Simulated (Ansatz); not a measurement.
`O[Si]1(Cl)CO1` at its PBE0-D4/def2-TZVP geometry, where that method's forces vanish. Charge 0, multiplicity 1.

```xyz
8

O    -1.4861    1.1111    0.5104
Si    0.0217    0.5503    0.3203
Cl    1.1833    1.6469    1.5507
C     0.5208   -1.0536   -0.2922
O     0.5692    0.1842   -1.1714
H    -2.1391    0.8154   -0.1283
H    -0.1823   -1.7908   -0.6740
H     1.5124   -1.4635   -0.1155
```

(1) What forces (eV/Å) does B3LYP-D4/def2-TZVPP give on these atoms in Ansatz? (Best estimate.)

Results:

(1) Ansatz gave: 
```
O1  -0.138  0.019 -0.012
Si2  0.004 -0.021 -0.002
Cl3  0.139  0.121  0.143
C4   0.028 -0.444  0.157
O5   0.043  0.265 -0.295
H6  -0.066  0.019  0.002
H7   0.064  0.035  0.027
H8  -0.074  0.006 -0.020
```

B3LYP here is the variant with VWN-RPA as its local correlation; programs differ in this.
